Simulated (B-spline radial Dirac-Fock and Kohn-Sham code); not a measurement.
ΔSCF core binding energies without Breit or QED terms, calculated with a radial B-spline solver.

A sound run for arsenic as As³⁺, [Ar] 3d10 4s2: The ground state converged in 10 iterations, with total energy -2257.49288 Ha, virial ratio 1.97749 and highest orbital energy -48.10 eV. ΔSCF binding energies: K (1s) 11938.1 eV, L3 (2p3/2) 1371.7 eV, M5 (3d5/2) 85.56 eV.

A second run, with one unsound setting: The ground state converged in 10 iterations, with total energy -2257.30199 Ha, virial ratio 1.97748 and highest orbital energy -48.05 eV. ΔSCF binding energies: K (1s) 11937.8 eV, L3 (2p3/2) 1371.8 eV, M5 (3d5/2) 85.66 eV.

```
iter   energy (Ha)        error
   1    -2255.11520118  1.18e+00
   2    -2256.39034868  3.16e-01
   3    -2257.27416895  5.09e-02
   4    -2257.30110768  1.05e-02
   5    -2257.30168890  5.51e-03
   6    -2257.30198383  7.38e-04
   7    -2257.30198910  9.77e-05
   8    -2257.30198918  3.64e-06
   9    -2257.30198918  1.09e-06
  10    -2257.30198918  4.35e-08
```

Q: Which fault fits the second run best?
A. damping too heavy
B. overfilled shell
C. spline order too low
D. too few iterations

A: C. The input had order = 3: order is too low for an accurate radial basis.
